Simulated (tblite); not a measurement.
Isomers of C6H14N2Si. Method: GFN2-xTB as coded in tblite; computed harmonic values from a numerical Hessian at the method's own geometry, unscaled. This tight-binding method is rough: wavenumbers can miss measured ones by several per cent, in bad cases by 10 to 20. Modes of hydrogen on silicon can be 10 to 20 % off. One conformer each.

Electronic energies: GFN2-xTB at the same geometries; isomer energies are rough at this level and their order can be wrong.

```
                   SMILES  electronic energy, lowest = 0 (kcal/mol)
     CC1=NN([SiH](C)C)CC1                                       0.0
C#C[C@@H](CC)[Si@@H](N)NC                                      26.8
   CC(C)(C)N[Si@@H]1CC=N1                                       9.6
  CCN(C)[C@H]1C=N[SiH2]C1                                       4.3
    C#CC[C@H](CNC)N[SiH3]                                      33.5
```

Problem. How do GFN2-xTB zero-point energies change the relative energies?

Solution. 
```tsv
SMILES	ZPE (kcal/mol)	of it from modes above 1550 cm⁻¹	electronic (kcal/mol)	with ZPE, lowest = 0 (kcal/mol)	lowest mode (cm⁻¹)	rings
CC1=NN([SiH](C)C)CC1	119.6	61.5	0.0	0.0	34	1
CCN(C)[C@H]1C=N[SiH2]C1	119.7	60.0	4.3	4.4	51	1
CC(C)(C)N[Si@@H]1CC=N1	120.3	62.4	9.6	10.4	36	1
C#C[C@@H](CC)[Si@@H](N)NC	118.9	64.5	26.8	26.1	34	0
C#CC[C@H](CNC)N[SiH3]	116.3	60.9	33.5	30.3	46	0
```

The zero-point energies span 4.0 kcal/mol, from `C#CC[C@H](CNC)N[SiH3]` to `CC(C)(C)N[Si@@H]1CC=N1`. The order is unchanged.

Problem. What do entropy and thermal enthalpy add at 298.15 K and 1 bar (rigid rotor, harmonic oscillator, one conformer each)?

Solution. 
| SMILES | point group | symmetry number | S (cal/(mol K)) | H − H(0) (kcal/mol) | ZPE + H − H(0) − TS (kcal/mol) |
| --- | --- | --- | --- | --- | --- |
| CC1=NN([SiH](C)C)CC1 | C1 | 1 | 110.9 | 8.40 | 94.9 |
| CCN(C)[C@H]1C=N[SiH2]C1 | C1 | 1 | 102.2 | 7.48 | 96.7 |
| CC(C)(C)N[Si@@H]1CC=N1 | C1 | 1 | 106.0 | 8.01 | 96.7 |
| C#C[C@@H](CC)[Si@@H](N)NC | C1 | 1 | 114.2 | 9.05 | 93.9 |
| C#CC[C@H](CNC)N[SiH3] | C1 | 1 | 111.8 | 8.54 | 91.6 |
